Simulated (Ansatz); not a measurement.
Reaction: H5SiPO (hydroxysilylphosphane, SMILES O[SiH2]P) → H4SiPO (SMILES O[SiH2][PH], doublet) + H (doublet) (the H-P bond breaks)
Each species at its own B3LYP-D3(BJ)/def2-TZVP minimum (Ansatz, a quantum-chemistry and plane-wave program), one conformer.

Quantity: bond dissociation energy (electronic), in kJ/mol. UHF or UKS for unpaired electrons; spin-orbit terms are left out. CBS(X,Y): correlation extrapolated as X^-3, Hartree-Fock from the larger set. A bracket is a step between two methods taken in the basis named. Functionals run without relativity, which enters their misses. Double hybrids freeze cores in their MP2 part. 'core' is core correlation in cc-pwCVTZ (1s frozen past Ne), 'X2C' scalar relativity in cc-pVTZ-DK, both at CCSD(T). For partners of very few electrons the exact lower level stands in for a higher one.

CCSD(T)/CBS(cc-pV(T+d)Z,cc-pV(Q+d)Z) + [CCSDT(Q) - CCSD(T)]/cc-pV(D+d)Z + core + X2C (Ansatz) gives 366.7 kJ/mol.

Task: What does PBE/def2-TZVPD (Ansatz) give here, and how do the other levels compare?

Result: PBE gives 351.5 kJ/mol, 15.2 kJ/mol below it. Differences of the others: B3LYP/def2-TZVPD (Ansatz) -9.6; wB97M-V/def2-TZVPD (Ansatz) -0.3; B2PLYP/def2-TZVPD (Ansatz) -11.6; CCSD(T)/CBS(cc-pV(T+d)Z,cc-pV(Q+d)Z) + core + X2C (Ansatz) 0.0 kJ/mol. Nearer than PBE: B3LYP/def2-TZVPD, wB97M-V/def2-TZVPD, B2PLYP/def2-TZVPD, CCSD(T)/CBS(cc-pV(T+d)Z,cc-pV(Q+d)Z) + core + X2C.
